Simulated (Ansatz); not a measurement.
Geometry optimisation, Ansatz 0.2.0, UKS BLYP-D4/def2-SVP.

Input file:

```yaml
crystal:
  periodic: [false, false, false]
  atoms:
    - { symbol: Ge, position_ang: [-0.021777, 0.0, -0.016362] }
    - { symbol: H, position_ang: [-0.096841, 0.0, 1.52916] }
    - { symbol: F, position_ang: [1.620369, 0.0, -0.591962] }
    - { symbol: F, position_ang: [-0.794078, 1.396177, -0.710882] }
    - { symbol: F, position_ang: [-0.794078, -1.396177, -0.710882] }
    - { symbol: Cl, position_ang: [0.088006, 0.0, 4.092728] }
magnetization:
  spin_polarized: true
  initial_magnetization: 1
basis:
  gaussian: { orbitals: def2-SVP }
hamiltonian:
  xc: blyp
  dispersion: d4
relax:
  f_tol: 0.03
  max_steps: 50
```

Run as:

```bash
$ ansatz run input.yaml --threads 4 --pin off --max-ram 5120MiB --backend cpu --events-out ev --progress --plain --runs-dir out
```

Question: Where does it end, and by what steps?

Answer: The run converged. After 36 steps the energy has fallen by 0.968 eV; H2 moved furthest, 1.44 Å. Parted: Ge1–H2 (1.55 → 3.16 Å). Joined: H2–Cl6 (2.57 → 1.30 Å).

```
step  energy less start (eV)  largest force component (eV/Å)  accepted
   0                  0.0000                           0.120       yes
   2                 -0.0166                           0.209       yes
   4                 -0.1001                           0.581       yes
   6                 -0.3605                           0.992       yes
   8                 -0.4580                           1.010       yes
  10                 -0.6020                           1.691       yes
  12                 -0.7316                           0.259       yes
  14                 -0.7455                           0.150       yes
  16                 -0.7798                           0.561       yes
  18                 -0.8603                           0.306       yes
  20                 -0.8962                           0.248       yes
  22                 -0.9032                           0.122       yes
  24                 -0.9071                           0.137       yes
  26                 -0.9218                           0.338       yes
  28                 -0.9334                           0.200       yes
  30                 -0.9554                           0.256       yes
  32                 -0.9625                           0.237       yes
  34                 -0.9673                           0.062       yes
  36                 -0.9678                           0.010       yes
```

```xyz
6
Properties=species:S:1:pos:R:3
Ge 0.648 0.000 -0.089
H -1.163 -0.002 2.499
F 1.370 0.000 -1.705
F -0.445 1.390 -0.062
F -0.446 -1.389 -0.062
Cl 0.037 0.002 3.010
```

Whether the end is a true minimum wasn't checked by a vibrational analysis.

Run time: 52 s on 4 threads of Intel(R) Xeon(R) Platinum 8488C (Sapphire Rapids), with other jobs on the host, peak memory 0.25 GiB.
